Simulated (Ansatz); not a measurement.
Computed with Ansatz on PBE0-D4/def2-TZVP structures; ΔE is electronic, products minus reactants. CCSD(T)/CBS adds triple-zeta CCSD(T) − MP2 to the extrapolated MP2 energy (def2 sets, frozen cores). This one scheme is used for every species. DFT in def2-TZVPP. HSE06 is defined as in plane-wave codes. Each species was taken in one conformer, which may not be the lowest.

`[SiH3]C1C=C1` + `C[SiH2]N` → `C[SiH2]N[SiH3]` + `C1=CC1`  (ligand exchange at the Si–C bond)

```csv
level,ΔE (eV)
HSE06-D4,-0.64
BHLYP-D4,-0.75
B2PLYP,-0.69
PBE,-0.59
r2SCAN0,-0.69
HF/def2-SVP,-0.78
HF/def2-TZVPP,-0.80
MP2/CBS(def2),-0.68
```

**Question.** What does CCSD(T)/CBS give? (An estimate is asked.)

**Answer.** Computed: -0.68 eV. The listed levels differ from it by 0.04, -0.07, -0.01, 0.09, -0.01, -0.10, -0.12, 0.00 eV.

Largest T1 diagnostic among the species: 0.011.

From PBE to PBE0 (25 % exact exchange), in def2-TZVPP and without D4, ΔE moves by −0.05 eV. In def2-TZVPP, CCSD(T) changes the Hartree–Fock value by +0.10 eV (the triples alone add +0.02 eV) and MP2 by +0.10 eV.
